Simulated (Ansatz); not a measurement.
Ideal-gas functions of `[F][Ta]([F])([Cl])([Cl])[Cl]` at 500 K and 1 bar, from an Ansatz frequency run at PBE0-D4/def2-TZVP.

Molar mass 325.3 g/mol, point group Cs (symmetry number 1), electronic degeneracy 1, moments of inertia 411.972, 422.62, 518.413 u Å². Harmonic wavenumbers (cm⁻¹, unscaled): 71, 81, 150, 164, 176, 208, 279, 368, 413, 420, 652, 704.

Use S(trans) = R[1.5 ln M + 2.5 ln T − 1.1517]; rotational temperatures θ = 24.2544 K / I; S(rot) = R[ln(√π/σ · √(T³/θAθBθC)) + 1.5]; for each mode x = 1.438777 ν̃/T, S = R[x/(eˣ − 1) − ln(1 − e⁻ˣ)] and H = RT x/(eˣ − 1); 1 cm⁻¹ = 0.0119627 kJ/mol; R = 8.31446 J/(mol·K).

By hand: the entropy, in J/(mol·K).

Translation 191.7. Rotation: θ = 0.0589, 0.0574, 0.0468 K, giving 131.1. Vibration, mode by mode: 21.53, 20.44, 15.36, 14.63, 14.06, 12.71, 10.36, 8.22, 7.35, 7.23, 4.20, 3.73, in all 139.8. Electronic 0.0. Sum 462.6 J/(mol·K).

By hand: H − E and G − E in kJ/mol, counted from the electronic energy.

Zero-point energy ½ × 3686 × 0.0119627 = 22.0; thermal vibration 32.3; translation, rotation and pV give 4 RT = 16.6. H − E = 70.9 kJ/mol, and G − E = 70.9 − 500 × 462.6/1000 = -160.4 kJ/mol.

Vibration gives 30 % of the entropy, 42.0 J/(mol·K) of it from the modes under 150 cm⁻¹: soft modes count most, and the harmonic formula is weakest for them.
